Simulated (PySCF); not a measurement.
## Zn²⁺: ionisation energy

Zn²⁺ [Ar] 3d10 (1S) → Zn³⁺ [Ar] 3d9 (2D), as a difference of total energies. All numbers are calculated (PySCF 2.14, scalar relativity by spin-free X2C-1e, in aug-cc-pwCVTZ-DK with one added diffuse shell each of s, p, d, f, g type (11s10p8d5f4g, 152 functions)). Correlated levels: valence: [Ar] frozen. The calculations carry no spin-orbit coupling.

**Question.** Order these methods by the ionisation energy they give, lowest first.
A. CCSD (valence)
B. SCS-MP2 (valence)
C. UHF
D. MP2 (valence)

**Answer.** C (36.952 eV), A (39.385 eV), B (39.712 eV), D (40.073 eV).

A first-order spin-orbit estimate (lowest level to lowest level, LS coupling) adds -0.151 eV.

For comparison: 39.723 eV (measured; NIST Atomic Spectra Database, ionization energies).
